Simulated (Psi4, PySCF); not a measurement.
Intermolecular potential of H2O ··· CH2O (SMILES O and C=O). Monomers: optimised at B3LYP-D3(BJ) (def2-TZVP), held rigid. Orientation: lowest of the rigid-body minima from ten starts at GFN2-xTB. The monomers approach along the line of their centres of mass (distance R); nothing else relaxes.

Levels: PBE/def2-TZVP, counterpoise-corrected (Psi4); RKS-B3LYP/6-31G* = restricted B3LYP/6-31G*, spherical d, no counterpoise correction (PySCF); SAPT0/jun-cc-pVDZ, frozen core (Psi4); wB97X-D/def2-TZVP, counterpoise-corrected (Psi4).

Interaction energies in kcal/mol:

```csv
R / Å,PBE/def2-TZVP,RKS-B3LYP/6-31G*,SAPT0/jun-cc-pVDZ
2.54,9.32,9.21,6.68
2.81,-1.47,-2.65,-2.78
2.98,-3.61,-5.11,-4.60
3.17,-4.25,-5.76,-5.08
3.40,-4.00,-5.31,-4.71
3.61,-3.44,-4.53,-4.07
3.86,-2.75,-3.57,-3.28
4.15,-2.08,-2.58,-2.52
4.70,-1.23,-1.30,-1.59
5.40,-0.69,-0.65,-0.95
6.34,-0.37,-0.37,-0.54
7.63,-0.20,-0.20,-0.29
```

Question: Estimate the wB97X-D/def2-TZVP values at these points.

Answer: 2.54: 9.50; 2.81: -1.65; 2.98: -3.85; 3.17: -4.48; 3.40: -4.16; 3.61: -3.58; 3.86: -2.89; 4.15: -2.23; 4.70: -1.38; 5.40: -0.80; 6.34: -0.44; 7.63: -0.23 (kcal/mol).
